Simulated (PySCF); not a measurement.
Species: C6H12N3Si (charge +1).
Bonds: C1–N2, N2–N3 (aromatic), N3–N4 (aromatic), N4–C5, C5–C6, C6–C7, N4–C8 (aromatic), C8–C9 (aromatic), C9–Si10, N2–C9 (aromatic), C5–C7. Hydrogens: H11, H12, H13 on C1; H14 on C5; H15, H16 on C6; H17, H18 on C7; H19 on C8; H20, H21, H22 on Si10.

NICS is the negative of the GIAO shielding at a point without a nucleus: at the ring centre (0) and 1 Å above and below it (1); zz is the component along the ring normal. Level: GIAO PBE0/pcSseg-1 (PySCF, non-relativistic, gas phase) on the GFN2-xTB geometry, one conformer.

Ring bond lengths (Å), with Mayer bond orders in brackets: N2–N3 1.303 (1.26), N3–N4 1.301 (1.27), N4–C8 1.350 (1.17), C8–C9 1.379 (1.47), C9–N2 1.351 (1.12); C5–C6 1.507 (0.94), C6–C7 1.489 (0.96), C7–C5 1.507 (0.93).

Task: What do the NICS probes read (ppm)?

Result: 
| ring | type | NICS(0) | NICS(1), two faces | NICS(1)zz, two faces | rms pucker (Å) | centre to ring atoms, mean (Å) |
| --- | --- | --- | --- | --- | --- | --- |
| N2–N3–N4–C8–C9 | 5-membered ring with 3 N; formal bonds all aromatic | -13.1 | -12.2 / -12.2 | -29.2 / -29.1 | 0.00 | 1.14 |
| C5–C6–C7 | 3-membered carbocycle; formal bonds all single | -41.0 | -5.9 / -8.2 | -20.2 / -23.4 | 0.00 | 0.87 |

Task: What do they say, and how far can they be read as aromaticity?

Result: 
- N2–N3–N4–C8–C9: mean NICS(1)zz -29.1 ppm, shielded. For a flat ring without four-coordinate atoms the NICS criterion counts such a value as aromatic.
- C5–C6–C7: mean NICS(1)zz -21.8 ppm, shielded. C5, C6, C7 have four or more neighbours, and the NICS criterion for π rings isn't applied. The two faces differ by 3.2 ppm, so no symmetry operation interchanges them. NICS(0) lies 34 ppm below the mean NICS(1).

Task: What does the geometric index give? Use HOMA with the parameters of Krygowski (1993).

Result: 
- N2–N3–N4–C8–C9: HOMA 0.98; the largest term is that of C9–N2, α(R − Ropt)² = 0.03. The geometric and the magnetic index point the same way.

Task: What are the shieldings of the ring atoms and their hydrogens in the same run (means over atoms taken as equivalent)?

Result: 
```json
{"atoms": "N2", "environment": "three-coordinate ring nitrogen", "σ isotropic (ppm)": "-5.8", "principal values of the symmetric part, first atom (ppm)": "-156.5, 8.0, 131.2"}
{"atoms": "N3", "environment": "ring nitrogen", "σ isotropic (ppm)": "-117.2", "principal values of the symmetric part, first atom (ppm)": "-358.7, -110.4, 117.6"}
{"atoms": "N4", "environment": "ring nitrogen", "σ isotropic (ppm)": "-21.4", "principal values of the symmetric part, first atom (ppm)": "-146.3, -49.3, 131.5"}
{"atoms": "C5", "environment": "sp3 carbon bound to nitrogen", "σ isotropic (ppm)": "150.8", "principal values of the symmetric part, first atom (ppm)": "108.6, 128.2, 215.7"}
{"atoms": "C6 (×2)", "environment": "three-membered-ring carbon", "σ isotropic (ppm)": "166.8", "principal values of the symmetric part, first atom (ppm)": "129.2, 173.7, 197.6"}
{"atoms": "C8", "environment": "aromatic CH next to a ring nitrogen", "σ isotropic (ppm)": "43.9", "principal values of the symmetric part, first atom (ppm)": "-30.2, 43.0, 118.7"}
{"atoms": "C9", "environment": "substituted aromatic carbon", "σ isotropic (ppm)": "41.1", "principal values of the symmetric part, first atom (ppm)": "-26.8, 8.8, 141.4"}
{"atoms": "H14", "environment": "methine hydrogen", "σ isotropic (ppm)": "27.87", "principal values of the symmetric part, first atom (ppm)": "20.2, 27.7, 35.7"}
{"atoms": "H15 (×2)", "environment": "methylene hydrogen", "σ isotropic (ppm)": "29.83", "principal values of the symmetric part, first atom (ppm)": "24.0, 28.3, 37.2"}
{"atoms": "H16 (×2)", "environment": "methylene hydrogen", "σ isotropic (ppm)": "29.69", "principal values of the symmetric part, first atom (ppm)": "24.1, 25.2, 39.8"}
{"atoms": "H19", "environment": "aromatic hydrogen", "σ isotropic (ppm)": "23.55", "principal values of the symmetric part, first atom (ppm)": "20.0, 23.3, 27.4"}
```

The values belong to the conformer `[CH3:1][n+:2]1[n:3][n:4]([CH:5]2[CH2:6][CH2:7]2)[cH:8][c:9]1[SiH3:10]`: N3–N4–C5–C6 -34°.
